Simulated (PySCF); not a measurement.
PySCF 2.14 output of an unrestricted M06 calculation on a single atom or ion in cc-pVTZ-X2C, with scalar relativity by spin-free X2C-1e:

```
SCF conv_tol = 1e-09
number electrons alpha = 36  beta = 34
    Y. Zhao and D. G. Truhlar.,  Theor. Chem. Acc. 120, 215 (2008)
    Y. Zhao and D. G. Truhlar.,  Theor. Chem. Acc. 120, 215 (2008)
cycle= 1 E= -14059.68120274  delta_E= 0.0122  |g|= 0.716  |ddm|= 0.338
cycle= 2 E= -14059.4463175538  delta_E= 0.235  |g|= 1.96  |ddm|= 0.456
cycle= 3 E= -14059.72348507  delta_E= -0.277  |g|= 0.111  |ddm|= 0.304
cycle= 4 E= -14059.7249201471  delta_E= -0.00144  |g|= 0.0186  |ddm|= 0.0483
cycle= 5 E= -14059.7249649581  delta_E= -4.48e-05  |g|= 0.00133  |ddm|= 0.0104
cycle= 6 E= -14059.7249661394  delta_E= -1.18e-06  |g|= 0.00021  |ddm|= 0.00588
cycle= 7 E= -14059.7249662307  delta_E= -9.12e-08  |g|= 6.48e-05  |ddm|= 0.00115
cycle= 8 E= -14059.7249662399  delta_E= -9.24e-09  |g|= 1.86e-05  |ddm|= 0.000321
cycle= 9 E= -14059.7249662403  delta_E= -4.13e-10  |g|= 2.97e-06  |ddm|= 7.19e-05
converged SCF energy = -14059.7249662403  <S^2> = 2.0023573  2S+1 = 3.0015711
```

The run itself started from symmetry-adapted Hartree-Fock orbitals and held the occupation by maximum overlap, on a logarithmic radial grid, so the iterations belong to that start.

Problem. Which element, charge and spin multiplicity is this?

Solution. Yb (ytterbium, neutral), multiplicity 3; the state was [Xe] 4f14 5d1 6s1, high-spin 3D determinant (an excited configuration).

Spin-orbit coupling, absent here, splits the open shell strongly.
